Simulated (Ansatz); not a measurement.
Conformers of C$_{3}$H$_{8}$ClNOSi (`C=C[Si](N)(Cl)OC`), each relaxed with PBE0-D4/def2-TZVP in Ansatz. CBS adds the triple-zeta coupled-cluster correction to the MP2 limit.

Not all of them had a frequency check.

Conformer A:

```xyz
15

C     0.743   -1.819   -2.057
C     1.033   -1.090   -0.985
Si   -0.202   -0.196    0.055
N    -0.440   -0.764    1.646
Cl   -2.066   -0.355   -0.818
O     0.312    1.348    0.097
C    -0.344    2.395    0.780
H     1.510   -2.340   -2.624
H    -0.276   -1.921   -2.417
H     2.077   -1.020   -0.679
H    -1.146   -1.454    1.837
H     0.330   -0.827    2.292
H     0.362    3.218    0.898
H    -0.689    2.074    1.768
H    -1.205    2.748    0.205
```

Conformer B:

Cartesian coordinates in Å:
```
C -0.578 1.721 1.914
C -0.125 0.628 1.307
Si -0.624 0.072 -0.385
N -1.165 -1.539 -0.262
Cl -2.024 1.386 -1.130
O 0.570 0.139 -1.496
C 1.771 -0.595 -1.404
H -0.246 2.008 2.907
H -1.302 2.375 1.437
H 0.600 0.011 1.839
H -1.453 -2.037 -1.090
H -1.719 -1.811 0.534
H 2.243 -0.599 -2.388
H 2.460 -0.129 -0.691
H 1.591 -1.630 -1.095
```

Q: Which is lowest in electronic energy at CCSD(T)/CBS (frozen core, def2 sets), and by how much? (Estimate.)

A: The calculation gave: A; B lies 3.0 kJ/mol higher.

Q: Give the energies relative to A (kJ/mol) with PBE-D4/def2-TZVPP, PBE0-D4/def2-TZVPP, B3LYP-D4/def2-TZVPP, PBE0/def2-TZVPP, MP2/def2-TZVPP, SCS-MP2/def2-TZVPP, SCS-MP2/def2-QZVPP. (Best estimate.)

A: Computed: 
```csv
level,B
PBE-D4/def2-TZVPP,3.3
PBE0-D4/def2-TZVPP,2.9
B3LYP-D4/def2-TZVPP,3.2
PBE0/def2-TZVPP,2.9
MP2/def2-TZVPP,3.2
SCS-MP2/def2-TZVPP,3.0
SCS-MP2/def2-QZVPP,3.0
```

B3LYP here is the variant with VWN-RPA as its local correlation; programs differ in this.
